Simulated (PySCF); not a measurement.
B(H)(Br)(OEt) (C₂H₆BBrO), SMILES CCOBBr. Geometry optimised at PBE-D3(BJ)/def2-SVP. The structure was generated by enumeration, and PubChem lists no compound with its InChIKey, so it may never have been made. Other conformers were not sampled.

Computed equilibrium geometry at PBE-D3(BJ)/def2-SVP (PySCF confirms it by a frequency run) as Cartesian coordinates in Å (one conformer of several):
```xyz
11

B     -0.5406    -0.3355     0.1609
H     -1.3460    -1.2270     0.3497
Br     0.8119    -0.0102     1.4962
O     -0.5470     0.4393    -0.9361
C     -1.4998     0.2563    -1.9953
C     -0.8061    -0.2453    -3.2495
H     -2.2968    -0.4463    -1.6666
H     -1.9692     1.2465    -2.1735
H     -0.3664    -1.2498    -3.0868
H     -1.5314    -0.3154    -4.0848
H      0.0072     0.4441    -3.5512
```
